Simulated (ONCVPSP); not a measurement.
Transferability test, ONCV potential for Ti (Z = 22)

titanium (Ti), optimised norm-conserving Vanderbilt (ONCV), made with ONCVPSP 4.0.1 (PBE, scalar-relativistic). Core [Ar], reference 3d2 4s1 (charge +1). Waves: 4s: rc 2.40 bohr, ncon 3, nbas 6, qcut 2.3 1/bohr, 2 projectors, debl 1.9 Ha; p scattering state at 0.4 Ha: rc 2.00 bohr, ncon 4, nbas 8, qcut 4.1 1/bohr, 2 projectors, debl 2.6 Ha; 3d: rc 2.05 bohr, ncon 4, nbas 9, qcut 8.6 1/bohr, 2 projectors, debl 1.5 Ha. Local part: polynomial inside 1.25 bohr (lpopt 1, dvloc0 3 Ha). Core correction: Teter function fitted to the true core (icmod 2), fcfact 0.25.

Energies are relative to the spin-unpolarised reference configuration 3d2 4s1; without spin polarisation the order of configurations can differ from experiment.

```json
{"valence configuration": "3d2 4s2", "charge": "0", "ΔE all-electron (eV)": "-7.347", "error AE − PS (meV)": "+8.9"}
{"valence configuration": "3d2 4s0", "charge": "+2", "ΔE all-electron (eV)": "13.572", "error AE − PS (meV)": "+29"}
```

(1) What are ΔE and the potential's error for 3d1 4s0?

(2) What are ΔE and the potential's error for 3d1 4s2 4p1?

Levels in the configuration 3d1 4s0:

```csv
level,all-electron (eV),pseudo (eV)
3d,-34.691,-34.884
```

Note: ghosts flagged at negative energy: p at -27.3 eV; GHOST(+) flagged for s at 24.5 eV. A true bound ghost makes a file unfit for plane-wave use.

Results:

(1) ΔE = 40.520 eV all-electron; the error (AE − PS) is -52 meV.

(2) ΔE = -2.675 eV all-electron; the error (AE − PS) is -124 meV.
